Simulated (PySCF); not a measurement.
Members of one series of related molecules.

All values: PBE0/pcSseg-1 (PySCF) at GFN2-xTB geometries, gas phase, one conformer each.

Task: Rank by LUMO energy, lowest first.
A. `COCCCC([SiH3])[SiH3]`
B. `[SiH3]NCCC([SiH3])[SiH3]`
C. `[SiH3]C([SiH3])CCS`

Result: C (0.21 eV), B (0.43 eV), A (0.62 eV).

Task: Rank by HOMO energy, lowest first.
A. `C([SiH3])(CCN)[SiH3]`
B. `N([SiH3])CCC([SiH3])[SiH3]`
C. `[SiH3]C([SiH3])CCCCl`
D. `CC#CCCC([SiH3])[SiH3]`

Result: C (-8.23 eV), D (-7.29 eV), A (-7.04 eV), B (-6.78 eV).

Task: Rank by the lowest Hirshfeld charge on any atom, lowest value first.
A. `[SiH3]C([SiH3])CCCCl`
B. `C[S@@](=O)CCC([SiH3])[SiH3]`
C. `[SiH3]NCCC([SiH3])[SiH3]`

Result: B (-0.358 e), C (-0.242 e), A (-0.187 e).

All values together:

| SMILES | formula | μ (D) | HOMO (eV) | LUMO (eV) | lowest IAO charge (e) | highest IAO charge (e) | lowest Hirshfeld charge (e) | highest Hirshfeld charge (e) |
| --- | --- | --- | --- | --- | --- | --- | --- | --- |
| COCCCC([SiH3])[SiH3] | C5H16OSi2 | 1.80 | -7.40 | 0.62 | -0.636 (C) | +0.593 (Si) | -0.187 (C) | +0.306 (Si) |
| [SiH3]NCCC([SiH3])[SiH3] | C3H15NSi3 | 1.12 | -6.78 | 0.43 | -0.671 (N) | +0.742 (Si) | -0.242 (N) | +0.342 (Si) |
| C[S@@](=O)CCC([SiH3])[SiH3] | C4H14OSSi2 | 3.17 | -6.68 | 0.32 | -0.905 (O) | +1.085 (S) | -0.358 (O) | +0.337 (S) |
| [SiH3]C([SiH3])CCS | C3H12SSi2 | 1.59 | -6.86 | 0.21 | -0.640 (C) | +0.595 (Si) | -0.188 (C) | +0.309 (Si) |
| NCCC([SiH3])[SiH3] | C3H13NSi2 | 3.35 | -7.04 | 0.70 | -0.643 (C) | +0.597 (Si) | -0.190 (C) | +0.300 (Si) |
| CC#CCCC([SiH3])[SiH3] | C6H14Si2 | 1.05 | -7.29 | 0.52 | -0.641 (C) | +0.594 (Si) | -0.191 (C) | +0.306 (Si) |
| [SiH3]C([SiH3])CCCCl | C4H13ClSi2 | 2.29 | -8.23 | 0.46 | -0.637 (C) | +0.594 (Si) | -0.187 (C) | +0.308 (Si) |

Conformers: `[CH3:1][O:2][CH2:3][CH2:4][CH2:5][CH:6]([SiH3:7])[SiH3:8]` with C1–O2–C3–C4 180°, O2–C3–C4–C5 66°, C3–C4–C5–C6 -173°, C4–C5–C6–Si7 173°; `[SiH3:1][NH:2][CH2:3][CH2:4][CH:5]([SiH3:6])[SiH3:7]` with Si1–N2–C3–C4 -80°, N2–C3–C4–C5 -175°, C3–C4–C5–Si6 -61°; `[CH3:1][S@@:2](=[O:3])[CH2:4][CH2:5][CH:6]([SiH3:7])[SiH3:8]` with C1–S2–C4–C5 -72°, S2–C4–C5–C6 -164°, C4–C5–C6–Si7 -63°; `[SiH3:1][CH:2]([SiH3:3])[CH2:4][CH2:5][SH:6]` with Si1–C2–C4–C5 64°, C2–C4–C5–S6 179°, C4–C5–S6–H -59°; `[NH2:1][CH2:2][CH2:3][CH:4]([SiH3:5])[SiH3:6]` with H–N1–C2–C3 165° and -74°, N1–C2–C3–C4 -61°, C2–C3–C4–Si5 -75°; `[CH3:1][C:2]#[C:3][CH2:4][CH2:5][CH:6]([SiH3:7])[SiH3:8]` with C3–C4–C5–C6 62°, C4–C5–C6–Si7 66°; `[SiH3:1][CH:2]([SiH3:3])[CH2:4][CH2:5][CH2:6][Cl:7]` with Si1–C2–C4–C5 170°, C2–C4–C5–C6 -179°, C4–C5–C6–Cl7 -67°.
